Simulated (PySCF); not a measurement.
Species: hydroquinone, C₆H₆O₂.
Geometry (PBE0-D3(BJ)/def2-SVP, Å), atoms numbered from 1 in this order:
```xyz
14
C6H6O2 angstrom
O     -2.7052    0.5906    0.1075
C     -1.3900    0.2714    0.0534
C     -0.9313   -1.0350   -0.1410
C      0.4319   -1.3102   -0.1889
C      1.3655   -0.2823   -0.0431
O      2.6808   -0.6013   -0.0971
C      0.9069    1.0240    0.1513
C     -0.4564    1.2993    0.1992
H     -3.2276   -0.2094   -0.0075
H     -1.6506   -1.8520   -0.2569
H      0.7919   -2.3295   -0.3406
H      3.2032    0.1988    0.0177
H      1.6262    1.8410    0.2672
H     -0.8162    2.3186    0.3509
```

Theory: PBE0-D3(BJ)/def2-SVP geometry optimisation, gas phase (PySCF).

Take the most abundant isotopes and a rigid rotor. The values belong to one conformer with, in the numbering `[OH:1][c:2]1[cH:3][cH:4][c:5]([OH:6])[cH:7][cH:8]1`, H–O1–C2–C3 0°, C4–C5–O6–H 180°.

What are A, B and C (GHz)?

Ia = 89.60, Ib = 340.04, Ic = 429.64 u·Å²; 505379 MHz·u·Å²/I gives 5640, 1486 and 1176 MHz, that is A = 5.6402, B = 1.4862, C = 1.1763 GHz.

What kind of rotor is it?

An asymmetric top. Ray's parameter κ = (2B − A − C)/(A − C) = -0.861; −1 is the prolate and +1 the oblate limit.

Is it planar, by Δ = Ic − Ia − Ib?

Planar: Δ = Ic − Ia − Ib = 0.00 u·Å². For a rigid frame Δ = −2 Σ m c², so it vanishes when all atoms lie in the ab plane; here none is more than 0.01 Å from it.

List the rotational levels J(Ka,Kc) to J = 3 (K).

Above 0(0,0), as E/k:
J = 1: 1(0,1) 0.128, 1(1,1) 0.327, 1(1,0) 0.342
J = 2: 2(0,2) 0.383, 2(1,2) 0.568, 2(1,1) 0.612, 2(2,1) 1.211, 2(2,0) 1.211
J = 3: 3(0,3) 0.763, 3(1,3) 0.928, 3(1,2) 1.018, 3(2,2) 1.594, 3(2,1) 1.598, 3(3,1) 2.628, 3(3,0) 2.628

The point group C2h allows no dipole (computed: 0.00 D), so a rigid rotor has no electric-dipole lines.

Estimate the classical rotational partition function at 25 K, 50 K and 100 K.

Point group C2h, symmetry number σ = 2; q = (√π/σ)·√((kT/h)³/(ABC)), k/h = 20836.6 MHz/K: 3360 at 25 K, 9490 at 50 K, 26800 at 100 K.

Whether it is a minimum is left open (no frequencies). Zero-point vibration and centrifugal distortion are left out.
